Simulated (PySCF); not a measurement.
# The Tc–O bond energy of TcO₃⁻

Computed with PBE0 in PySCF with Tc def2-SVPD with ECP28, O def2-SVPD; scalar-relativistic core potentials, no spin–orbit coupling; density-fitted integrals.

Each entry is the lowest minimum that a search over a few typed start shapes (and spin states, where more than one is plausible) found, or that minimum re-optimised at the stated level; isomers with ligand–ligand bonds, or fragments after loss of a ligand pair, can lie lower.

Total energies (Eh), which compare only within these settings: O atom -74.93195.

```json
{"species": "TcO₂⁻", "2S+1": "3", "group": "C2v", "E (Eh)": "-231.01276", "ZPE (kJ/mol)": "12.3"}
{"species": "TcO₃⁻", "2S+1": "1", "group": "D3h", "E (Eh)": "-306.18593", "ZPE (kJ/mol)": "21.5"}
```

(1) What are De and D0 for TcO₃⁻ → TcO₂⁻ + O?

## Answers

(1) De = [(-231.01276) + (-74.93195) − (-306.18593)] × 2625.5 = 633 kJ/mol. The zero-point energy changes by -9.2 kJ/mol, so D0 = 624 kJ/mol.

Atoms and open shells are unrestricted, without spin–orbit or basis-set superposition corrections.

One determinant describes each species, so states of open d or f shells may be missed.
